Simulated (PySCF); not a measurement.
Isomers of C6H7FO, one GFN2-xTB conformer each. Single-point energies are computed at PBE0/pcSseg-1 (PySCF, gas phase, no added dispersion term), electronic only.

```tsv
SMILES	GFN2-xTB relative energy (kcal/mol)
C=CC(=C)O/C=C\F	27.7
C=C/C(=C/C)C(=O)F	4.2
C=C/C=C(\C)C(=O)F	0.0
```

Conformers: `[CH2:1]=[CH:2][C:3](=[CH2:4])[O:5]/[CH:6]=[CH:7]\[F:8]` with C1–C2–C3–C4 180°, C2–C3–O5–C6 -160°, C3–O5–C6–C7 -163°; `[CH2:1]=[CH:2]/[C:3](=[CH:4]/[CH3:5])[C:6](=[O:7])[F:8]` with C1–C2–C3–C4 158°, C2–C3–C6–O7 151°; `[CH2:1]=[CH:2]/[CH:3]=[C:4](\[CH3:5])[C:6](=[O:7])[F:8]` with C1–C2–C3–C4 180°, C3–C4–C6–O7 -178°.

Q: What does PBE0/pcSseg-1 give for the same structures?

A: 
```tsv
SMILES	PBE0/pcSseg-1 E (Eh)	PBE0/pcSseg-1 (kcal/mol)	GFN2-xTB (kcal/mol)	point group
C=C/C=C(\C)C(=O)F	-407.40182	0.0	0.0	–
C=C/C(=C/C)C(=O)F	-407.39096	6.8	4.2	C1
C=CC(=C)O/C=C\F	-407.32783	46.4	27.7	C1
```

Both levels put the same isomer lowest; measured from each level's own lowest isomer, the values differ by up to 18.7 kcal/mol (C=CC(=C)O/C=C\F: 27.7 against 46.4). As drawn, the lowest has a C=O bond, which the highest lacks.

Q: Which frontier levels, dipoles and rotational constants go with these structures?

A: 
```csv
SMILES,"HOMO (eV, PBE0/pcSseg-1)",LUMO (eV),dipole (D),"A, B, C (MHz)"
C=C/C=C(\C)C(=O)F,-7.42,-2.40,4.37,"4018, 1204, 931.6"
C=C/C(=C/C)C(=O)F,-7.20,-1.77,3.32,"2829, 1819, 1187"
C=CC(=C)O/C=C\F,-6.57,-0.93,2.12,"3695, 1196, 930.5"
```
